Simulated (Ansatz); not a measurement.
Frontier orbitals of H3O2PSe, SMILES `OP(O)[SeH]`.

Z-matrix (Å, degrees):
```
P
O 1 1.627
Se 1 2.307 2 103.3
O 1 1.628 2 92.8 3 -102.7
H 2 0.962 1 110.5 3 -92.5
H 3 1.471 1 93.1 2 -46.8
H 4 0.963 1 110.9 2 169.6
```

Charge 0, multiplicity 1. Correlated methods include outer-core shells of Se, which these sets cover unevenly. Scalar relativity is left out up to krypton. Geometry: relaxed with PBE0-D4/def2-TZVP. It is one conformer, not always the lowest. Basis def2-TZVPP, the Gaussian-basis code of Ansatz.

Orbital energies of one run (eV). Highest occupied ones, from the top: -5.84, -6.04, -8.08, -8.63, -9.65, -10.04, -10.49, -12.39, -12.75, -16.04, -17.87, -25.58, -26.68, -53.58. Empty: -1.26, -1.20, -0.87, -0.17, 1.01, 1.17.

Q: Which functional gave them?
A. ωB97X-V
B. LDA (SPW92)
C. B3LYP
D. ωB97M-V

A: B. HOMO energies: LDA (SPW92) -5.84, ωB97M-V -8.93, ωB97X-V -9.06, B3LYP -6.66 eV.

B3LYP here is the variant with VWN-RPA as its local correlation; programs differ in this.
